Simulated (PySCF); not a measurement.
Excitations are Tamm–Dancoff values on a coarser integration grid. The basis has no diffuse functions, so Rydberg states are missing or too high.

Species: Cl3In, SMILES `[Cl][In]([Cl])[Cl]` (charge 0, multiplicity 1).

Q: What HOMO–LUMO gap, T1 excitation (TDA), dipole moment, S1–T1 gap (TDA) and HOMO does PBE-D3(BJ)/def2-TZVP (PySCF) give?

A: 
```
Property               Result
-------------------  --------
HOMO–LUMO gap         4.07 eV
T1 excitation (TDA)   3.92 eV
dipole moment          0.00 D
S1–T1 gap (TDA)       0.30 eV
HOMO                 -8.01 eV
```
